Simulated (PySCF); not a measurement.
# Ce(III) with different ligands

Computed with PySCF 2.14.0, PBE0, def2-SVP on the ligands, density fitting, scalar-relativistic core potentials, no spin-orbit coupling, vacuum. The metal has lcecp-1-SVP with ECP47. Each complex is relaxed within the symmetry of a template of the same shape. Distances are means of the shortest metal–ligand contacts, charges and spins Mulliken's; removal energies are rigid, with the ligand's formal charge and no counterpoise, so too large; for an anion taken off a cation in vacuum most of it is the attraction of opposite charges, and multiply charged cations can part far more cheaply with an electron moved from ligand to metal. lcecp potentials hold a fixed number of 4f electrons in the core, out of states, spins and gaps.

| complex | point group | M–first ligand (Å) | charge on M (e) | removal of one first-named ligand (eV) | strongest infrared band, degenerate modes summed (cm⁻¹) | unstable modes (below −25 cm⁻¹) |
| --- | --- | --- | --- | --- | --- | --- |
| [CeH4]− | Td | 2.200 | 0.32 | 4.61 | 1167 | 0 |
| [Ce(NH2)4]− | S4 | 2.370 | 0.73 | 5.00 | 436 | 0 |
| [CeCl4]− | Td | 2.650 | 0.81 | 4.86 | 301 | 0 |
| [CeF4]− | Td | 2.178 | 1.13 | 6.33 | 480 | 0 |
| [Ce(OH)4]− | S4, nearly Td | 2.223 | 0.92 | 5.40 | 237 | 0 |

Q: A further member has point group S4, M–first ligand (Å) 2.774, charge on M (e) 0.65, removal of one first-named ligand (eV) 4.48, strongest infrared band, degenerate modes summed (cm⁻¹) 270, unstable modes (below −25 cm⁻¹) 0. Which complex is it?

A: [Ce(SH)4]−. The answer isn't unique; the calculation gave this one.

Moved off a saddle point of the template and relaxed again: [Ce(NH2)4]−. One start shape was tried for each, so a minimum needn't be the lowest isomer.
